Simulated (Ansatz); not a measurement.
Ideal-gas functions of `[C][Se]` at 298.15 K and 1 bar, from an Ansatz frequency run at PBE0-D4/def2-TZVP.

Molar mass 90.97 g/mol, point group C∞v (symmetry number 1), electronic degeneracy 1, moments of inertia 29.122 u Å². Harmonic wavenumbers (cm⁻¹, unscaled): 1085.

Use S(trans) = R[1.5 ln M + 2.5 ln T − 1.1517]; rotational temperatures θ = 24.2544 K / I; S(rot) = R[ln(T/σθ) + 1]; for each mode x = 1.438777 ν̃/T, S = R[x/(eˣ − 1) − ln(1 − e⁻ˣ)] and H = RT x/(eˣ − 1); 1 cm⁻¹ = 0.0119627 kJ/mol; R = 8.31446 J/(mol·K).

Q: By hand: the entropy, in J/(mol·K).

A: Translation 165.1. Rotation: θ = 0.8329 K, giving 57.2. Vibration, mode by mode: 0.28, in all 0.3. Electronic 0.0. Sum 222.6 J/(mol·K).

Q: By hand: H − E and G − E in kJ/mol, counted from the electronic energy.

A: Zero-point energy ½ × 1085 × 0.0119627 = 6.5; thermal vibration 0.1; translation, rotation and pV give 3.5 RT = 8.7. H − E = 15.3 kJ/mol, and G − E = 15.3 − 298.15 × 222.6/1000 = -51.1 kJ/mol.

Vibration gives 0 % of the entropy; all modes have x over 3 and are hardly excited.
